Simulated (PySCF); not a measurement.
Isomers of C5H4F4O2, mass 172.015 u with the commonest isotopes. Computed with PBE0/pcSseg-1 in PySCF (dipole) on a GFN2-xTB geometry, gas phase. One conformer each, none proved a minimum here; rigid rotors.

Question: Order these by rotational constant A, largest first.
A. `[F:1][C@@H:2]1[CH:3]=[CH:4][O:5][C@@H:6]1[O:7][C:8]([F:9])([F:10])[F:11]` with O5–C6–O7–C8 73°
B. `[O:1]=[C:2]1[C@H:3]([C:4]([F:5])([F:6])[F:7])[O:8][C@@H:9]1[CH2:10][F:11]` with O8–C9–C10–F11 97°
C. `[O:1]=[C:2]1[CH2:3][O:4][C@@H:5]1[C@H:6]([F:7])[C:8]([F:9])([F:10])[F:11]` with O4–C5–C6–F7 -69°
D. `[F:1][C@@H:2]1[CH:3]=[CH:4][O:5][C@H:6]1[O:7][C:8]([F:9])([F:10])[F:11]` with O5–C6–O7–C8 -64°

Answer: D (2218 MHz), A (2076 MHz), C (1987 MHz), B (1872 MHz).

Question: Order these by radius of gyration √(Σ m r²/M), largest first.
A. `[O:1]=[C:2]1[C@H:3]([C:4]([F:5])([F:6])[F:7])[O:8][C@@H:9]1[CH2:10][F:11]` with O8–C9–C10–F11 97°
B. `[F:1][C@@H:2]1[CH:3]=[CH:4][O:5][C@@H:6]1[O:7][C:8]([F:9])([F:10])[F:11]` with O5–C6–O7–C8 73°
C. `[O:1]=[C:2]1[CH2:3][O:4][C@@H:5]1[C@H:6]([F:7])[C:8]([F:9])([F:10])[F:11]` with O4–C5–C6–F7 -69°

Answer: A (2.250 Å), B (2.181 Å), C (2.151 Å).

Question: Order these by dipole moment, smallest first.
A. `[O:1]=[C:2]1[CH2:3][O:4][C@@H:5]1[C@H:6]([F:7])[C:8]([F:9])([F:10])[F:11]` with O4–C5–C6–F7 -69°
B. `[F:1][C@@H:2]1[CH:3]=[CH:4][O:5][C@H:6]1[O:7][C:8]([F:9])([F:10])[F:11]` with O5–C6–O7–C8 -64°
C. `[F:1][C@@H:2]1[CH:3]=[CH:4][O:5][C@@H:6]1[O:7][C:8]([F:9])([F:10])[F:11]` with O5–C6–O7–C8 73°
D. `[O:1]=[C:2]1[C@H:3]([C:4]([F:5])([F:6])[F:7])[O:8][C@@H:9]1[CH2:10][F:11]` with O8–C9–C10–F11 97°

Answer: D (1.18 D), B (2.42 D), A (2.62 D), C (3.66 D).

```csv
SMILES,point group,Ia (u·Å²),Ib (u·Å²),Ic (u·Å²),κ,μa (D),μb (D),μc (D)
O=C1[C@H](C(F)(F)F)O[C@@H]1CF,C1,269.91,687.37,785.15,-0.85,0.22,0.71,0.91
F[C@@H]1C=CO[C@H]1OC(F)(F)F,C1,227.90,705.68,800.71,-0.89,2.09,1.01,0.67
F[C@@H]1C=CO[C@@H]1OC(F)(F)F,C1,243.47,637.25,755.52,-0.82,3.16,1.25,1.37
O=C1CO[C@@H]1[C@H](F)C(F)(F)F,C1,254.40,645.90,692.18,-0.92,1.69,1.64,1.16
```
